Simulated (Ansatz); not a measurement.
Isolated molecules relaxed with PBE0-D4/def2-TZVP in Ansatz; ΔE leaves out vibrations. CCSD(T)/CBS adds triple-zeta CCSD(T) − MP2 to the extrapolated MP2 energy (def2 sets, frozen cores). This one scheme is used for every species. Functionals use def2-TZVPP. One conformer a species, not always the lowest.

Consider the formal exchange of groups at a C–F bond: `C[SiH](F)CF` + BH₃ → `BC[SiH](C)F` + H–F.

```json
{"level": "ωB97M-V", "ΔE (kJ/mol)": "-139.7"}
{"level": "B2PLYP", "ΔE (kJ/mol)": "-135.1"}
{"level": "PBE", "ΔE (kJ/mol)": "-141.0"}
{"level": "MP2/def2-TZVPP", "ΔE (kJ/mol)": "-156.3"}
{"level": "MP2/def2-QZVPP", "ΔE (kJ/mol)": "-159.2"}
{"level": "SCS-MP2/def2-QZVPP", "ΔE (kJ/mol)": "-143.7"}
{"level": "MP2/CBS(def2)", "ΔE (kJ/mol)": "-161.0"}
{"level": "CCSD/CBS(def2)", "ΔE (kJ/mol)": "-145.2"}
```

Problem. What does CCSD(T)/CBS give? (Estimate.)

Solution. Computed: -148.8 kJ/mol. The listed levels differ from it by 9.1, 13.7, 7.8, -7.5, -10.4, 5.1, -12.2, 3.6 kJ/mol.

Largest T1 diagnostic among the species: 0.011.

In def2-TZVPP, CCSD(T) changes the Hartree–Fock value by −32.4 kJ/mol (the triples alone add −3.6 kJ/mol) and MP2 by −44.7 kJ/mol. The D4 term adds −6.9 kJ/mol with B3LYP and −3.8 kJ/mol with PBE0; it sums over pairs of atoms, weighted by their polarisabilities, and B3LYP, whose exchange is more repulsive, gets the larger term.

B3LYP here is the variant with VWN-RPA as its local correlation; programs differ in this.
